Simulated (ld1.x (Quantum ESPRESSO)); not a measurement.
# An all-electron radial function and its pseudo partner (Sc (Z = 21))

Columns: radius, all-electron u(r) and pseudo u(r) of the 3s shell (level -51.77 eV) of scandium in the configuration [Ne] 3s2 3p6 3d2 4s1 4p0; LDA (PZ), scalar-relativistic, RRKJ scheme, ld1.x (Quantum ESPRESSO) 7.5.

```
r (bohr)  all-electron  pseudo
   0.090        0.0451  0.0196
   0.180       -0.4747  0.0604
   0.270       -0.5276  0.1390
   0.360       -0.2640  0.2628
   0.450        0.1051  0.4268
   0.540        0.4543  0.6127
   0.630        0.7291  0.7933
   0.720        0.9164  0.9406
   0.810        1.0234  1.0352
   0.900        1.0651  1.0723
   0.990        1.0580  1.0610
   1.080        1.0170  1.0173
   1.170        0.9545  0.9545
   1.260        0.8797  0.8797
   1.350        0.7994  0.7994
   1.440        0.7184  0.7184
   1.530        0.6399  0.6399
   1.620        0.5658  0.5658
   1.710        0.4973  0.4973
   1.800        0.4348  0.4348
   1.890        0.3787  0.3787
   1.980        0.3285  0.3285
   2.070        0.2842  0.2842
   2.160        0.2451  0.2451
   2.250        0.2110  0.2110
   2.340        0.1813  0.1813
```

**Question.** How many radial nodes do the two functions have?

**Answer.** The all-electron 3s function has n − l − 1 = 2; the pseudo-wave has 0, since the states of the same l below it are removed with the core.

**Question.** At about which radius was the pseudo-wave matched?

**Answer.** 1.15 bohr, where the columns begin to agree (steps of 0.09 bohr).

**Question.** Is the pseudo-wave norm-conserving?

**Answer.** Yes: the RRKJ scheme keeps the norm inside the radius equal to the all-electron one, which fixes the energy derivative of the logarithmic derivative at the level.
